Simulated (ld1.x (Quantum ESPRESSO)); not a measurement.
The numbers below are computed, except where a source is named.
## Pseudopotentials across the periodic table

Generated with ld1.x 7.5 (TM, RRKJ, ultrasoft, PAW), atompaw 4.2 or ONCVPSP 4.0.1. The cutoff is in Ry: for ld1.x and atompaw files where the sum of valence levels is converged to 10 mRy in a Bessel basis, for ONCV files where the hardest occupied wave has 1 mHa per electron of residual kinetic energy. The error is the largest all-electron minus pseudo excitation energy over each file’s own four to seven test configurations (ionisations up to +4, promotions, holes and added fractions of an electron), all of which were solved. The labels leave out finer settings (local radius, basis sizes, second energies), which also bear on the numbers. Spin-polarised tests are not counted. The rows are a selection from randomly drawn settings: files with unsolved tests, undetermined cutoffs or missed reference levels are left out.

A true bound ghost makes a file unfit for plane-wave use even where its test errors are small: the radial tests pick states by their node count and pass the ghost by.

```tsv
element	potential	cutoff (Ry)	largest error (meV)	bound ghosts
S	PAW, LDA (PZ), scalar-relativistic, rc 1.50/1.15 (sp), local smoothed, core correction yes, reference 3s2 3p2.5	30	-18	none
Zr	RRKJ, revPBE, scalar-relativistic, rc 1.80/1.55/2.40/2.15 (spdf), local d, core correction yes, reference 4s2 4p6 4d2 5s0 5p0	55	+134	none
Sb	TM, LDA (PZ), scalar-relativistic, rc 1.90/1.65/1.85 (spd), local s, core correction yes, reference 5s1.75 5p3.25	45	-145	p, d
Hf	TM, LDA (PZ), fully relativistic, rc 2.18/3.62/1.64 (spd), local s, core correction yes, reference 5d2 6s2 6p0	25	-317	none
Au	TM, PBE, scalar-relativistic, rc 1.30/1.40/1.60 (spd), local d, core correction yes, reference 5s2 5p6 5d9 6s0 6p0	100	-1407	none
```

Question: Fill in the row for Pt: PAW, PBEsol, scalar-relativistic, rc 2.65/3.05/1.50 (spd), local smoothed, core correction yes, reference 5d9 6s1 6p0.

Answer: cutoff 50 Ry, largest error -208 meV, bound ghosts: s, p.

Question: Fill in the row for As: ultrasoft, PBE, fully relativistic, rc 1.60/2.00 (sp), local smoothed, core correction yes, reference 4s2 4p3.

Answer: cutoff 12 Ry, largest error -437 meV, bound ghosts: none.
